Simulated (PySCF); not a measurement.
**Structure elucidation problem**

Molecular formula: C₉H₁₁F₃. Simulated spectra:

1H NMR (600 MHz, computed): δ 2.58 (tdt, J = 4.9, 3.9, 3.0 Hz, 1H), 1.94 (d, J = 3.9 Hz, 1H), 1.87 (tdd, J = 15.1, 14.0, 4.2 Hz, 2H), 1.83 (dtd, J = 14.7, 3.9, 3.0 Hz, 2H), 1.61 (dq, J = 14.9, 3.9 Hz, 2H), 1.44 (tqt, J = 14.0, 7.8, 4.0 Hz, 1H), 1.27 (tdd, J = 15.0, 4.9, 4.0 Hz, 2H).

13C{1H} NMR (computed): δ 135.3 (q, J = 341.3 Hz), 89.0, 74.6, 45.8 (q, J = 28.1 Hz), 33.8, 28.9, 23.3 (q, J = 2.1 Hz).

- geometry from PBE0-D3(BJ)/def2-SVP
- B3LYP/pcJ-1 coupling constants (spin–dipole term only in couplings to heteroatoms)
- GIAO B3LYP/pcSseg-1 shieldings
- program: PySCF 2.14.0 with density-fitted response routines
- isolated molecule, rapidly exchanging positions averaged, single conformer, non-relativistic Hamiltonian

Scale: TMS for 1H (σref 31.38), 13C (σref 179.24) (reference shieldings calculated alike).

**Question.** Propose a structure and justify it.

**Answer.** 
The formula gives 3 degrees of unsaturation (1 ring in the answer). 7 carbon signals for 9 carbons: some carbons are equivalent by symmetry or fast rotation. Carbon types of the structure: 2 × C, 3 × CH, 4 × CH2, which accounts for all hydrogens. δC 135.3: CF3 carbon; 3 electronegative neighbours deshield it. δC 89.0: alkyne carbon; the triple bond shields along its axis, which puts it between sp3 and sp2 carbons. δC 74.6: terminal alkyne carbon; sp carbons lie upfield of alkene carbons because the cylindrical π system leaves one tensor component strongly shielded. δC 33.8, 23.3: sp3 CH2 in a ring; saturated and bonded to C and H only. δC 28.9: propargylic sp3 CH; aliphatic region, no heteroatom directly attached. δH 1.94: hydrogen on a terminal alkyne carbon; it lies on the axis of the triple bond, in its shielding cone. δH 1.87, 1.83, 1.61, 1.27: hydrogen on an sp3 CH2 in a ring.

These data were computed for SMILES C#C[C@H]1CC[C@@H](C(F)(F)F)CC1.

The shifts were computed for this structure.

C–F couplings over four or more bonds (about 3 Hz to the para carbon of a fluoroarene) are left out. Common functionals overestimate the size of one-bond C–F couplings by tens of Hz; these are unscaled. Splittings below 1 Hz are ignored in the labels, and close J values are merged. Couplings among chemically equivalent protons are left out too, so labels in AA′BB′ or AA′XX′ sets are apparent multiplicities. Unscaled 3J(H,H) at this level run about 10 % above measured values. Shifts are as computed. Against solution values, carbons near 30 ppm lie about +2 ppm off and those near 130 ppm about +6 ppm. Of 1313 compounds with measured shifts, 239 miss one by over three times the rms of a fit or turn the order of signals round; such compounds aren't used in these exercises.
